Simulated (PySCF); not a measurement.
# Electron correlation in Br²⁺ (bromine, charge +2)

[Ar] 3d10 4s2 4p3, high-spin 4S determinant. Calculation: PySCF 2.14, in aug-cc-pVDZ-PP with ECP10MDF (5s4p3d, 32 functions); scalar relativity through the core potential. Frozen: 3s2 3p6 3d10; 5 electrons correlated.

```json
{"level": "CCSD", "correlation energy (mhartree)": "-72.92"}
{"level": "(T)", "correlation energy (mhartree)": "-0.66"}
{"level": "CCSD(T)", "correlation energy (mhartree)": "-73.58"}
{"level": "CCSDT", "correlation energy (mhartree)": "-73.72"}
```

Diagnostics: T1 = 0.0013, D1 = 0.0020, largest double amplitude 0.047.

Cost of the coupled-cluster step: roughly 0.24 core-seconds, for 5 correlated electrons.
